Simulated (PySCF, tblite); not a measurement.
Isomers of C7H10F2O2. Method: GFN2-xTB as coded in tblite; computed harmonic values from a numerical Hessian at the method's own geometry, unscaled. Errors from tens to a few hundred cm⁻¹ against measured bands are possible. One conformer each.

Electronic energies: PBE0/pcSseg-1 single points on the GFN2-xTB geometries (PySCF, gas phase).

```tsv
SMILES	electronic energy, lowest = 0 (kJ/mol)
FC(F)O[C@@H]1CCC[C@H]2O[C@@H]12	9.9
CO[C@@H]1[C@H](F)C(=O)CC[C@@H]1F	2.6
CO[C@@H]1[C@H](F)CCC(=O)[C@H]1F	0.0
```

Q: How do GFN2-xTB zero-point energies change the relative energies?

A: 
```tsv
SMILES	ZPE (kJ/mol)	of it from modes above 1550 cm⁻¹	electronic (kJ/mol)	with ZPE, lowest = 0 (kJ/mol)	lowest mode (cm⁻¹)	rings
CO[C@@H]1[C@H](F)CCC(=O)[C@H]1F	426.9	188.2	0.0	0.0	62	1
CO[C@@H]1[C@H](F)C(=O)CC[C@@H]1F	426.3	187.7	2.6	2.0	46	1
FC(F)O[C@@H]1CCC[C@H]2O[C@@H]12	432.5	177.4	9.9	15.5	32	2
```

The zero-point energies span 6.2 kJ/mol, from `CO[C@@H]1[C@H](F)C(=O)CC[C@@H]1F` to `FC(F)O[C@@H]1CCC[C@H]2O[C@@H]12`. The order is unchanged.

Q: And how do the electronic energies of GFN2-xTB itself compare?

A: `CO[C@@H]1[C@H](F)CCC(=O)[C@H]1F` 25.5; `CO[C@@H]1[C@H](F)C(=O)CC[C@@H]1F` 38.4; `FC(F)O[C@@H]1CCC[C@H]2O[C@@H]12` 0.0 kJ/mol, lowest = 0. Against the energies above, taken from the same isomer `CO[C@@H]1[C@H](F)CCC(=O)[C@H]1F`, the largest difference is 35.4 kJ/mol.

Q: What do entropy and thermal enthalpy add at 298.15 K and 1 bar (rigid rotor, harmonic oscillator, one conformer each)?

A: 
```tsv
SMILES	point group	symmetry number	S (J/(mol K))	H − H(0) (kJ/mol)	ZPE + H − H(0) − TS (kJ/mol)
CO[C@@H]1[C@H](F)CCC(=O)[C@H]1F	C1	1	428.1	31.00	330.3
CO[C@@H]1[C@H](F)C(=O)CC[C@@H]1F	C1	1	428.8	30.97	329.5
FC(F)O[C@@H]1CCC[C@H]2O[C@@H]12	C1	1	419.9	28.53	335.8
```
